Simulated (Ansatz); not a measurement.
Reaction (redistribution): `O=C=NBF` + `CC1BC1` → `BN=C=O` + `CC1CB1F`

Calculated with Ansatz (gas phase, PBE0-D4/def2-TZVP geometries, no zero-point term in ΔE). CCSD(T)/CBS adds triple-zeta CCSD(T) − MP2 to the extrapolated MP2 energy (def2 sets, frozen cores). This one scheme is used for every species. Each species was taken in one conformer, which may not be the lowest.

`O=C=NBF`:

```xyz
6

O     2.486    0.357    0.655
C     1.426    0.039    0.311
N     0.363   -0.373   -0.070
B    -1.008   -0.055   -0.231
F    -1.801   -0.970   -0.751
H    -1.465    1.001    0.086
```

`CC1BC1`:

```xyz
11

C     0.506    1.236    0.415
C    -0.031   -0.173    0.502
B    -1.257   -0.636   -0.280
C     0.125   -1.130   -0.694
H     1.591    1.258    0.560
H     0.049    1.882    1.168
H     0.301    1.681   -0.563
H     0.133   -0.648    1.469
H    -2.424   -0.589   -0.479
H     0.439   -2.151   -0.493
H     0.570   -0.731   -1.604
```

`BN=C=O`:

```xyz
6

B    -0.435   -0.467   -0.878
N    -0.067    0.295    0.241
C     0.560    0.661    1.192
O     1.120    1.071    2.125
H     0.245   -1.394   -1.204
H    -1.423   -0.166   -1.476
```

`CC1CB1F`:

```xyz
11

C     1.060   -0.205    0.901
C     0.262   -0.290   -0.378
C    -0.820    0.831   -0.678
B    -1.216   -0.608   -0.440
F    -2.180   -1.486   -0.306
H     1.544   -1.159    1.127
H     0.422    0.043    1.753
H     1.837    0.562    0.836
H     0.860   -0.533   -1.255
H    -0.969    1.569    0.108
H    -0.800    1.276   -1.669
```

```
  species  HF/def2-TZVPP energy (Eh)
`O=C=NBF`                 -292.11860
 `CC1BC1`                 -142.35040
 `BN=C=O`                 -193.13733
`CC1CB1F`                 -241.32031
```

Work out ΔE.

ΔE = (-193.13733) + (-241.32031) − (-292.11860) − (-142.35040) = 0.01136 Eh = +29.8 kJ/mol. CCSD(T)/CBS gives +26.4 kJ/mol.

Largest T1 diagnostic among the species: 0.017.

From PBE to PBE0 (25 % exact exchange), in def2-TZVPP and without D4, ΔE moves by +3.2 kJ/mol.
